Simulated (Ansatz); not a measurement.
Born–Oppenheimer molecular dynamics of ClFH₄W (7 atoms, charge 0, multiplicity 1). It starts from a relaxed structure.

Method: RHF/def2-SVP (Ansatz).

```
ensemble                      : NVE (velocity Verlet)
time step                     : 0.5 fs
steps asked                   : 300
starting velocities drawn for : 200 K
masses                        : H 2.014 u
seed                          : 858745
```

First frame:

```xyz
7
Properties=species:S:1:pos:R:3
W 0.000 0.298 0.368
Cl 0.000 -0.391 2.587
H 1.398 -0.146 -0.403
F 0.000 2.039 -0.345
H -1.398 -0.146 -0.403
H 0.000 -1.348 0.075
H 0.000 -0.176 -1.209
```

Problem. What does the run give?

Solution. The run went to its last step.

```json
{"steps done": "300", "time covered": "150 fs", "mean temperature over the second half": "413 K", "spread of the potential energy over the second half": "11.0 meV per atom", "mean potential energy of the second half above the start": "-19.7 meV per atom"}
```

The conserved energy stayed within 0.071 meV per atom of its start (net change -0.043 meV per atom), so the integration is sound. The kinetic energy rose, since the run started high on the potential surface and went downhill. It ends in pieces (ClFH2W + H2), so much of that is their flight and rotation, not heat. A run of 0.15 ps of so small a system gives no equilibrium averages. The orbitals stay closed-shell, which can raise the energy where a bond breaks towards radicals; this wasn't checked here.

Problem. What happens to the structure?

Solution. Parted: W1–H3 1.66 → 2.55 Å, W1–H7 1.65 → 2.49 Å. Joined: H3–H7 1.61 → 0.77 Å. It ends as ClFH2W + H2. Pairs count as bonded within 1.25 times the sum of covalent radii (0.12 Å more for H–H). The details hang on the random start.

Problem. How do temperature and energy run in time?

Solution. 
```tsv
time (fs)	T (K)	potential energy less start (eV)	conserved less start (meV/atom)
0	200	0.000	0.00
5	109	0.059	0.03
10	119	0.052	0.01
15	58	0.092	0.04
20	119	0.052	0.00
25	67	0.086	0.03
30	110	0.058	0.01
35	106	0.061	0.03
40	142	0.038	0.01
45	101	0.064	0.03
50	99	0.065	0.02
55	101	0.064	0.02
60	86	0.074	0.02
65	95	0.068	0.02
70	112	0.057	0.03
75	191	0.006	0.01
80	176	0.016	0.03
85	234	-0.022	0.01
90	265	-0.042	0.03
95	428	-0.147	0.01
100	498	-0.192	0.01
105	617	-0.270	-0.03
110	506	-0.198	0.03
115	437	-0.153	0.06
120	400	-0.129	0.05
125	401	-0.129	0.04
130	411	-0.136	0.03
135	447	-0.160	-0.02
140	512	-0.202	-0.02
145	515	-0.204	-0.05
150	483	-0.183	-0.04
```

The run took 8 min on 1 thread of Arm Neoverse V1, on a shared host, peak memory 0.15 GiB.
